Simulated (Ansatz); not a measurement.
Geometry optimisation, RKS B3LYP-D4/def2-SVPD (Ansatz 0.2.0).

Input:

```yaml
crystal:
  periodic: [false, false, false]
  atoms:
    - { symbol: Ge, position_ang: [-0.105005, 0.06182, -0.9443] }
    - { symbol: O, position_ang: [1.187566, 0.183056, 1.708988] }
    - { symbol: H, position_ang: [0.912025, -0.635872, 2.141303] }
    - { symbol: H, position_ang: [1.827875, -0.094061, 1.015059] }
    - { symbol: H, position_ang: [-1.156363, 1.233175, -0.681541] }
    - { symbol: H, position_ang: [-1.092898, -1.029518, -0.31311] }
basis:
  gaussian: { orbitals: def2-SVPD }
hamiltonian:
  xc: b3lyp
  dispersion: d4
relax:
  f_tol: 0.03
  max_steps: 50
output:
  orbitals: {}
```

Command:

```bash
$ ansatz run input.yaml --threads 2 --pin off --max-ram 3072MiB --backend cpu --events-out ev --progress --plain --runs-dir out
```

Q: Where does it end, and by what steps?

A: The forces met the threshold. After 7 steps the energy has fallen by 0.332 eV; H3 moved furthest, 0.69 Å.

| step | energy less start (eV) | largest force component (eV/Å) | accepted |
| --- | --- | --- | --- |
| 0 | 0.0000 | 0.988 | yes |
| 1 | -0.0661 | 1.583 | yes |
| 2 | -0.1930 | 0.782 | yes |
| 3 | -0.2553 | 1.555 | yes |
| 4 | -0.3219 | 0.203 | yes |
| 5 | -0.3300 | 0.053 | yes |
| 6 | -0.3316 | 0.066 | yes |
| 7 | -0.3322 | 0.006 | yes |

```xyz
6
Properties=species:S:1:pos:R:3
Ge -0.024 0.107 -0.849
O 1.080 0.182 1.160
H 0.497 -0.167 1.847
H 1.874 -0.368 1.156
H -1.053 1.123 -0.162
H -0.800 -1.158 -0.225
```

Whether the end is a true minimum wasn't checked by a vibrational analysis.

The run took 14 s on 2 threads of Arm Neoverse V1 (shared host), peak memory 0.18 GiB.
